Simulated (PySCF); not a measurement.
These compounds are isomers of formula C₈H₁₂.

A. vinylcyclohexene (C=C[C@@H]1CC=CCC1)
B. `C=CC/C=C/CC=C`
C. `C=CCC(=C)/C=C\C`
D. SMILES C=C[C@@]1(C)CC12CC2

Spectrum 1. ¹H NMR (300 MHz, computed): δ 6.48 (d, 1H), 6.04 (m, 1H), 5.78 (m, 1H), 5.51 (m, 1H), 5.45 (m, 1H), 5.39 (m, 1H), 5.37 (m, 1H), 3.15 (d, 2H), 1.98 (d, 3H). ¹³C{¹H} NMR (computed): δ 153.8 (C), 147.3 (CH), 141.0 (CH), 133.7 (CH), 126.1 (CH2), 122.8 (CH2), 45.0 (CH2), 19.2 (CH3).

Spectrum 2. ¹H NMR (300 MHz, computed): δ 5.97 (m, 2H), 5.61 (m, 2H), 5.40 (m, 2H), 5.25 (m, 2H), 2.85 (m, 4H). ¹³C{¹H} NMR (computed): δ 147.4 (CH), 138.5 (CH), 121.5 (CH2), 45.5 (CH2).

Spectrum 3. ¹H NMR (300 MHz, computed): δ 5.86 (m, 1H), 5.33 (m, 1H), 5.22 (m, 1H), 1.23 (s, 3H), 0.92 (m, 1H), 0.90 (m, 1H), 0.86 (m, 1H), 0.79 (m, 1H), 0.78 (m, 1H), 0.69 (m, 1H). ¹³C{¹H} NMR (computed): δ 154.1 (CH), 116.3 (CH2), 27.7 (C), 25.4 (C), 24.4 (CH2), 20.2 (CH3), 8.3 (CH2), 6.7 (CH2).

Spectrum 4. ¹H NMR (300 MHz, computed): δ 6.06 (m, 1H), 6.05 (m, 1H), 6.04 (m, 1H), 5.39 (m, 1H), 5.20 (m, 1H), 2.28 (m, 1H), 2.16 (m, 1H), 2.10 (m, 1H), 2.01 (m, 1H), 1.97 (m, 1H), 1.65 (m, 1H), 1.33 (m, 1H). ¹³C{¹H} NMR (computed): δ 154.4 (CH), 134.8 (CH), 134.3 (CH), 119.1 (CH2), 45.4 (CH), 36.5 (CH2), 32.9 (CH2), 29.7 (CH2).

[PySCF 2.14.0 with density-fitted response routines: structure optimised with GFN2-xTB; shieldings: GIAO PBE0/pcSseg-1; isolated molecule; a single conformation; rapidly exchanging positions averaged; no relativistic terms]

Chemical shifts δ = σref − σ; TMS for ¹H and ¹³C, all at this level. Where no couplings were computed, multiplicities follow the n + 1 count of equivalent neighbours, and m marks all less simple cases (inequivalent or close neighbours, rings, F or P nearby). Shifts are as computed. Against solution values, carbons near 30 ppm lie about +3 ppm off and those near 130 ppm about +5 ppm. Of 1211 compounds with measured shifts, 218 miss one by over three times the rms of a fit or turn the order of signals round; such compounds aren't used in these exercises.

**Question.** Match each spectrum to its structure.

**Answer.** 1–C, 2–B, 3–D, 4–A.

- Spectrum 1 (C): 8 ¹³C signals; δC 153.8 is a fully substituted alkene carbon; δC 147.3 is an alkene CH.
- Spectrum 2 (B): 4 ¹³C signals; δC 147.4 is an alkene CH; δC 138.5 is an alkene CH.
- Spectrum 3 (D): 8 ¹³C signals; δC 154.1 is an alkene CH; δC 116.3 is a terminal =CH2 carbon.
- Spectrum 4 (A): 8 ¹³C signals; δC 154.4 is an alkene CH; δC 134.8 is an alkene CH.
